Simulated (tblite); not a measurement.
Species: C₄H₂FN₂ (doublet state).
SMILES: `Fc1n[c]ccn1`

Level: GFN2-xTB in tblite, geometry and Hessian alike; calculated harmonic values, unscaled, isolated species. This tight-binding method is rough: wavenumbers can miss measured ones by several per cent, in bad cases by 10 to 20. Open shells enter through the occupations alone, without spin polarisation, and single modes of such species can be off by tens of per cent.

Harmonic wavenumbers (cm⁻¹): 150.0, 381.7, 410.9, 475.4, 534.2, 618.6, 704.2, 801.0, 831.4, 892.2, 987.1, 1088.7, 1138.6, 1231.3, 1247.8, 1379.5, 1396.8, 1506.4, 1616.7, 3047.7, 3126.9.

A = 6782, B = 2844, C = 2004 MHz; mass 97.020 u (most abundant isotopes); point group Cs, symmetry number 1; spin multiplicity 2.

Question: Zero-point energy?

Answer: Half the sum of the wavenumbers: 11784 cm⁻¹ = 140.96 kJ/mol.

Question: Give the ideal-gas entropy at 298.15 K and 1 bar in the rigid-rotor, harmonic-oscillator model (classical rotation).

Answer: Translation 165.91, rotation 110.97, vibration 31.49, spin (R ln 2) 5.76: S = 314.1 J/(mol K).

Question: And Cp and H(298.15 K) − H(0)?

Answer: Cp = 85.75 J/(mol K), of which vibrations give 52.49 (their classical limit is 21 R = 174.6); H(298.15 K) − H(0) = 16.00 kJ/mol without the zero-point energy, 6.08 from vibrations.

Question: What must be added to the electronic energy to get the Gibbs energy at 298.15 K and 1 bar?

Answer: ZPE + [H(298.15 K) − H(0)] − T·S = 140.96 + 16.00 − 93.66 = 63.30 kJ/mol.

Question: How do the functions run with temperature in this model?

Answer: 
```
 T (K)  S (J/(mol K))  Cp (J/(mol K))  H − H(0) (kJ/mol)  G − H(0) (kJ/mol)  ln q(vib)
    50          223.9            35.4               1.69              -9.51       0.01
   100          250.2            41.6               3.60             -21.41       0.13
373.15          335.2           102.5              23.07            -102.02       1.99
   500          368.6           125.8              37.61            -146.69       3.22
   750          425.8           155.2              73.11            -246.22       5.80
  1000          472.9           171.6             114.14            -358.74       8.31
```

q(vib) and H(0) count from the zero-point level.

Hindered rotation and anharmonicity are outside this model.
